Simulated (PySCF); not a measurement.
## Finite-field polarisability of Cl (chlorine, neutral)

[Ne] 3s2 3p5, 2P determinant. Computed with PySCF 2.14 in aug-cc-pVQZ-DK (7s6p4d3f2g, 84 functions), with scalar relativity by spin-free X2C-1e. Frozen: [Ne]. Energy changes in a uniform field (μhartree):

| axis | F (au) | HF | MP2 | CCSD | CCSD(T) |
| --- | --- | --- | --- | --- | --- |
| x | 0.0039 | -99.615 | -102.410 | -101.684 | -102.380 |
| x | 0.0078 | -398.557 | -409.761 | -406.854 | -409.643 |
| y | 0.0037 | -100.909 | -104.414 | -103.381 | -104.305 |
| y | 0.0074 | -403.833 | -417.889 | -413.748 | -417.457 |

By symmetry the remaining axis equals y.

Task: Derive α along x at CCSD(T) from the two fields.

Result: With ΔE = −αF²/2 − γF⁴/24, α = −(16 ΔE(F) − ΔE(2F))/(6F²) = 13.46 bohr³.

Task: And the mean polarisability at each level?

Result: The components xx, yy, zz at CCSD(T) are 13.46, 15.24, 15.24, the third axis being equal by symmetry to one of the two computed. Means: HF 14.19, MP2 14.66, CCSD 14.52, CCSD(T) 14.64 bohr³. Reference: 14.6 ± 0.1 bohr³ (recommended; Schwerdtfeger and Nagle, table of static dipole polarizabilities (2023 update)).
